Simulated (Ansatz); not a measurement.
GeH8OSi2, SMILES `O[SiH2][SiH2][GeH3]`, relaxed with RKS PBE-D4/def2-SVP in the Gaussian-basis code of Ansatz from a rough embedded geometry. The force threshold is 0.03 eV/Å; the program also tests the step.

Charge 0, multiplicity 1.

Start:

```xyz
12

O    -1.778   -0.425    1.401
Si   -0.247    0.224    1.605
Si    1.002   -0.519   -0.065
Ge    0.117    0.215   -2.097
H    -2.338   -0.051    2.202
H     0.342   -0.183    2.900
H    -0.306    1.716    1.548
H     1.129   -1.926   -0.025
H     2.413    0.072    0.073
H     0.011    1.690   -2.114
H    -1.328   -0.471   -2.180
H     0.982   -0.342   -3.248
```

| step | energy (eV) | largest force (eV/Å) | largest move (Å) |
| --- | --- | --- | --- |
| 1 | -74418.3065 | 2.560 | 0.000 |
| 2 | -74418.7136 | 1.128 | 0.178 |
| 3 | -74418.7635 | 0.224 | 0.080 |
| 4 | -74418.7737 | 0.172 | 0.076 |
| 5 | -74418.7740 | 0.205 | 0.119 |
| 6 | -74418.7793 | 0.065 | 0.059 |
| 7 | -74418.7799 | 0.053 | 0.009 |
| 8 | -74418.7833 | 0.106 | 0.088 |
| 9 | -74418.7843 | 0.332 | 0.195 |
| 10 | -74418.7883 | 0.202 | 0.055 |
| 11 | -74418.7929 | 0.022 | 0.069 |
| 12 (rejected) | -74418.7918 | 0.371 | 0.196 |
| 13 | -74418.7958 | 0.043 | 0.095 |
| 14 (rejected) | -74418.7933 | 0.150 | 0.096 |
| 15 | -74418.7975 | 0.051 | 0.047 |
| 16 | -74418.7985 | 0.055 | 0.049 |
| 17 | -74418.7994 | 0.102 | 0.075 |
| 18 | -74418.7998 | 0.098 | 0.029 |
| 19 | -74418.8003 | 0.082 | 0.008 |
| 20 | -74418.8011 | 0.031 | 0.041 |
| 21 | -74418.8013 | 0.019 | 0.038 |
| 22 | -74418.8015 | 0.025 | 0.042 |

End:

```xyz
12

O    -1.722    0.132    1.058
Si   -0.170    0.209    1.733
Si    1.207   -0.465   -0.048
Ge   -0.047    0.007   -2.034
H    -2.444    0.447    1.629
H    -0.047   -0.673    2.955
H     0.181    1.616    2.166
H     1.536   -1.934    0.023
H     2.501    0.308   -0.038
H    -0.551    1.472   -2.004
H    -1.269   -0.940   -2.134
H     0.824   -0.179   -3.307
```

Hardware: 4 threads of an Arm Neoverse V2 on a shared host. Wall time 25 s, peak host memory 0.18 GiB.
